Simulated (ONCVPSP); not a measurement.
# Scattering properties, ONCV potential for C

C, optimised norm-conserving Vanderbilt (ONCV), made with ONCVPSP 4.0.1 (Wu-Cohen, non-relativistic). Core [He], reference 2s1.5 2p2.5. Waves: 2s: rc 0.95 bohr, ncon 3, nbas 7, qcut 8.2 1/bohr, 2 projectors, debl 3.3 Ha; 2p: rc 1.90 bohr, ncon 3, nbas 6, qcut 8 1/bohr, 2 projectors, debl 0.6 Ha; d scattering state at 0.02 Ha: rc 1.60 bohr, ncon 5, nbas 10, qcut 6.2 1/bohr, 2 projectors, debl 1.2 Ha. Local part: polynomial inside 0.90 bohr (lpopt 5, dvloc0 2 Ha). Core correction: Teter function, fcfact 2.5, rcfact 1.2.

The phase is arctan(r·R′/R) of the radial function R(r), unwrapped; energies in Ha, scanned from -2 to 5 Ha. A pole is an energy at which the radial function vanishes at the test radius. The pseudo phase is shifted by a multiple of π to meet the all-electron one at the reference energy, and phase errors are pseudo minus all-electron; the curves can meet again beyond the range given. Levels narrower than the energy grid can be missing from the lists of poles.

Problem. For each channel, where are the poles, and over which energies does the pseudopotential scatter like the atom?

Solution.

| channel | radius (bohr) | reference energy (Ha) | poles, all-electron | poles, pseudo | unbroken range about the reference energy with phases within 0.05 rad | phase error 1 Ha above the reference energy (rad) |
| --- | --- | --- | --- | --- | --- | --- |
| s | 0.96 | -0.51 | none | none | the whole range | -0.000 |
| p | 1.92 | -0.20 | 0.39, 4.71 | 0.39, 4.79 | the whole range | +0.000 |
| d | 1.63 | 0.02 | 4.17 | 4.15 | the whole range | -0.000 |

Phases in the d channel:

| E (Ha) | all-electron | pseudo |
| --- | --- | --- |
| -1.98 | 1.213 | 1.213 |
| -1.80 | 1.197 | 1.197 |
| -1.62 | 1.179 | 1.179 |
| -1.44 | 1.159 | 1.159 |
| -1.26 | 1.136 | 1.136 |
| -1.08 | 1.110 | 1.110 |
| -0.90 | 1.079 | 1.079 |
| -0.72 | 1.043 | 1.043 |
| -0.54 | 1.000 | 1.000 |
| -0.36 | 0.948 | 0.948 |
| -0.18 | 0.884 | 0.884 |
| 0.00 | 0.805 | 0.805 |
| 0.18 | 0.704 | 0.704 |
| 0.36 | 0.576 | 0.576 |
| 0.54 | 0.412 | 0.412 |
| 0.72 | 0.208 | 0.208 |
| 0.90 | -0.031 | -0.031 |
| 1.08 | -0.283 | -0.283 |
| 1.26 | -0.520 | -0.520 |
| 1.44 | -0.722 | -0.722 |
| 1.62 | -0.883 | -0.883 |
| 1.80 | -1.010 | -1.010 |
| 1.98 | -1.110 | -1.110 |
| 2.16 | -1.190 | -1.190 |
| 2.34 | -1.254 | -1.254 |
| 2.52 | -1.307 | -1.307 |
| 2.70 | -1.352 | -1.352 |
| 2.88 | -1.390 | -1.390 |
| 3.06 | -1.423 | -1.424 |
| 3.24 | -1.453 | -1.453 |
| 3.42 | -1.480 | -1.480 |
| 3.60 | -1.504 | -1.505 |
| 3.78 | -1.526 | -1.528 |
| 3.96 | -1.548 | -1.549 |
| 4.14 | -1.568 | -1.570 |
| 4.32 | -1.588 | -1.590 |
| 4.50 | -1.607 | -1.611 |
| 4.68 | -1.627 | -1.631 |
| 4.86 | -1.647 | -1.653 |
